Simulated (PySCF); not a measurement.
Molecule: SMILES F/C(=C\C#C)C#C, C$_{6}$H$_{3}$F.

Structure with atom numbers: `[CH:1]#[C:2]/[CH:3]=[C:4](\[F:5])[C:6]#[CH:7]`; H(Xn) means a hydrogen on atom n.

Spin–spin couplings on one PBE0-D3(BJ)/def2-SVP geometry, PySCF 2.14.0 with density-fitted response routines, gas phase, non-relativistic, equivalent pairs averaged (spin–dipole term only in couplings to heteroatoms); isotopes 13C, 19F, 1H; basis pcJ-1.

Question: How do the couplings (Hz) change with the functional? Times are CPU seconds on 1 thread of an Arm Neoverse V2, shared host.

Answer: 
| functional | functions | 1J(C4,F5) | 1J(C7,H(C7)) | 1J(C1,H(C1)) | 1J(C1,C2) | 1J(C6,C7) | 1J(C3,H(C3)) | 1J(C4,C6) | core-s |
| --- | --- | --- | --- | --- | --- | --- | --- | --- | --- |
| LDA | 219 | -340.6 | 222.6 | 220.8 | 179.3 | 179.1 | 138.5 | 97.9 | 14 |
| PBE | 219 | -355.5 | 258.6 | 256.3 | 192.1 | 191.9 | 164.6 | 111.7 | 21 |
| KT2 | 219 | -363.4 | 285.3 | 282.9 | 176.7 | 176.5 | 178.9 | 99.5 | 21 |
| PBE0 | 219 | -335.2 | 266.7 | 264.3 | 201.4 | 201.9 | 172.3 | 122.9 | 26 |
| B97-2 | 219 | -320.7 | 256.1 | 253.7 | 201.0 | 201.6 | 163.7 | 120.5 | 25 |
| CAM-B3LYP | 219 | -329.1 | 276.9 | 274.2 | 206.5 | 207.4 | 179.2 | 126.0 | 37 | Left out for a near triplet instability: HF/pcJ-1, BHandHLYP/pcJ-1.
